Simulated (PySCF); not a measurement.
C5H5, SMILES [C]1=CCC=C1, multiplicity 2.

Coordinates come from a PBE0-D3(BJ)/def2-SVP optimisation. The isomer is the one that the SMILES or the coordinates give; other isomers of the formula were not compared. The values are those of a single conformer.

Two levels are set side by side: PBE/def2-TZVP (PySCF) and ωB97X/def2-TZVP (PySCF). Same geometry, gas phase. Differences are taken from unrounded values.

```tsv
quantity	ωB97X	PBE	PBE minus ωB97X
α-spin orbital gap (eV)	10.33	3.90	-6.42
β-spin orbital gap (eV)	8.55	2.15	-6.40
dipole moment (D)	1.40	1.47	0.06
mean polarisability (bohr³)	53.2	55.0	1.8
```

Loosely held outer electrons make PBE densities more polarisable. Differences between two approximate levels are no errors against the true value.

Rough cost on one machine, each run with all the roots and properties that it gave: ωB97X against PBE within a factor of 2.
